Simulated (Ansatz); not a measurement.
One change: `[OH][SnH2][OH]` becomes `[BH2][SnH]([OH])[OH]`.

Ansatz, PBE0-D4/def2-TZVP geometries, multiplicity 1. Each molecule was computed in one conformer, which needn't be the lowest.

Elements past krypton have def2 core potentials.

```tsv
property	`[OH][SnH2][OH]`
HOMO energy (B3LYP/def2-TZVPP) / eV	-8.24
HOMO energy (PBE0/def2-TZVPP) / eV	-8.50
size of the dipole moment (PBE/def2-TZVPP) / D	0.39
HOMO–LUMO gap (ωB97M-V/def2-TZVPP) / eV	12.12
HOMO–LUMO gap (PBE/def2-TZVPP) / eV	5.50
size of the dipole moment (ωB97M-V/def2-TZVPP) / D	0.56
```

(1) Give the same properties after the change, and the shifts. (Best estimate.)

Answers

(1) Computed: 
| property | `[BH2][SnH]([OH])[OH]` | shift |
| --- | --- | --- |
| HOMO energy (B3LYP/def2-TZVPP) / eV | -8.05 | 0.19 |
| HOMO energy (PBE0/def2-TZVPP) / eV | -8.31 | 0.19 |
| size of the dipole moment (PBE/def2-TZVPP) / D | 2.06 | 1.67 |
| HOMO–LUMO gap (ωB97M-V/def2-TZVPP) / eV | 9.67 | -2.45 |
| HOMO–LUMO gap (PBE/def2-TZVPP) / eV | 2.77 | -2.73 |
| size of the dipole moment (ωB97M-V/def2-TZVPP) / D | 2.32 | 1.76 |

With PBE0 the HOMO rises by 0.19 eV and the LUMO falls by 2.48 eV, so the gap narrows by about 2.67 eV. PBE moves the HOMO by 0.15 eV and ωB97M-V by 0.35 eV. Dipoles are sizes alone; their direction can turn.

B3LYP here is the variant with VWN-RPA as its local correlation; programs differ in this.
